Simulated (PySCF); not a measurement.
C6H18Si4.
Atom-mapped SMILES: `[CH3:1][CH:2]([CH3:3])[Si@H:4]1[SiH2:5][Si@H:6]([CH:7]2[CH2:8][CH2:9]2)[SiH2:10]1`

Cartesian coordinates in Å at the PBE0-D3(BJ)/def2-SVP level; atoms count from 1:
```
atom  x, y, z in Å
C1    -2.9690   -1.2191    0.5869
C2    -3.3891    0.1667    1.0675
C3    -4.4103    0.8091    0.1311
Si4   -1.8885    1.3162    1.3271
Si5   -0.1001    0.2475    2.4485
Si6    0.7759   -0.3784    0.3397
C7     2.6283   -0.3357    0.0829
C8     3.3559    0.9823   -0.0053
C9     3.2159    0.1348   -1.2261
Si10  -0.4986    1.3890   -0.5913
H11   -2.4784   -1.1719   -0.4000
H12   -3.8440   -1.8824    0.4813
H13   -2.2671   -1.7081    1.2812
H14   -3.8441    0.0671    2.0707
H15   -3.9914    0.9469   -0.8797
H16   -5.3074    0.1746    0.0305
H17   -4.7397    1.7962    0.4909
H18   -2.3452    2.6367    1.8686
H19   -0.4193   -0.8128    3.4578
H20    0.8005    1.2645    3.0831
H21    0.1990   -1.6968   -0.0831
H22    3.1756   -1.1435    0.5831
H23    2.7673    1.9038    0.0511
H24    4.3374    1.0531    0.4710
H25    4.0992   -0.3880   -1.6034
H26    2.5299    0.4707   -2.0108
H27    0.3107    2.6524   -0.5985
H28   -1.1113    1.2089   -1.9464
```

Definitions: NICS(0) = −σiso at the ring centroid; NICS(1) = −σiso and NICS(1)zz = −σzz at ±1 Å along the ring normal z. Level: GIAO PBE/pcSseg-1 (PySCF, non-relativistic, gas phase) on the PBE0-D3(BJ)/def2-SVP geometry, one conformer.

Rings: 1. Si4–Si5–Si6–Si10; 2. C7–C8–C9.

```
set  NICS(0)  NICS(1), two faces  NICS(1)zz, two faces
  P    -44.1         -7.9 / -9.2         -23.8 / -25.2
  Q     -1.3         -2.8 / -2.5             4.8 / 1.7
```

Question: Which set (ppm) belongs to which ring?

Answer: P = 2, Q = 1.
- 1 (4-membered ring with 4 Si; formal bonds all single): mean NICS(1)zz 3.3 ppm, deshielded. Si4, Si5, Si6, Si10 have four or more neighbours, and the NICS criterion for π rings isn't applied.
- 2 (3-membered carbocycle; formal bonds all single): mean NICS(1)zz -24.5 ppm, shielded. C7, C8, C9 have four or more neighbours, so the value isn't read as a sign of a π ring current.

Question: How do the rings differ in shape?

Answer: 
| ring | bond lengths (Å) | rms pucker (Å) | HOMA | nearest outside atom to a NICS(1) probe (Å) |
| --- | --- | --- | --- | --- |
| 1 | 2.366, 2.368, 2.370, 2.370 | 0.22 | – | hydrogen 2.09 |
| 2 | 1.508, 1.493, 1.510 | 0.00 | – | hydrogen 1.42 |
